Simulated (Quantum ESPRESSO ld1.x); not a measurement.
Radial electron density D(r) = 4 pi r^2 rho(r) of an atom or ion with 36 electrons. All-electron calculation, Dirac Kohn-Sham, exchange-only B88, spin-unpolarised, spherical densities, point nucleus. Program: ld1.x of Quantum ESPRESSO 7.5.

```
   r/bohr * D(r) (the largest magnitude, 57.5, reaches the edge; | marks zero)
 0.002084 | *
 0.002426 |  *
 0.002824 |   *
 0.003288 |    *
 0.003827 |     *
  0.00442 |       *
 0.005146 |         *
  0.00599 |           *
 0.006974 |              *
 0.008119 |                 *
 0.009451 |                     *
    0.011 |                         *
  0.01281 |                              *
  0.01491 |                                  *
  0.01736 |                                      *
  0.02021 |                                          *
  0.02353 |                                            *
  0.02739 |                                             *
  0.03189 |                                            *
  0.03712 |                                          *
  0.04321 |                                        *
  0.04991 |                                      *
   0.0581 |                                     *
  0.06764 |                                       *
  0.07874 |                                           *
  0.09167 |                                                *
   0.1067 |                                                     *
   0.1242 |                                                      *
   0.1446 |                                                   *
   0.1684 |                                             *
    0.196 |                                     *
   0.2282 |                               *
   0.2656 |                               *
   0.3093 |                                 *
     0.36 |                                     *
   0.4191 |                                     *
   0.4879 |                                 *
   0.5635 |                         *
    0.656 |                 *
   0.7637 |          *
   0.8891 |        *
    1.035 |       *
    1.205 |       *
    1.403 |      *
    1.633 |    *
    1.901 |  *
    2.213 |*
    2.576 |*
    2.999 *
    3.492 *
    4.065 *
    4.732 *
    5.509 *
    6.362 *
    7.407 *
    8.623 *
    10.04 *
    11.69 *
     13.6 *
    15.84 *
```

What is the nuclear charge?

Answer. Z = 38. The innermost maximum, from 1s, lies near gamma/Z bohr with gamma = sqrt(1 - (Z/c)^2) = 0.961, here 0.0253 bohr (found: 0.0276), and its height grows with Z. The density is that of the strontium ion Sr2+ in [Ar] 3d9 4s2 4p6 4f1; the configuration itself is not fixed sharply by these data, and Z only to a few units. D(r) has 4 maxima, at r = 0.0276, 0.121, 0.393, 4.97 bohr, and minima at 0.0563, 0.253, 3.75 bohr, inside which lie 2.07, 11.02, 35.18 electrons.
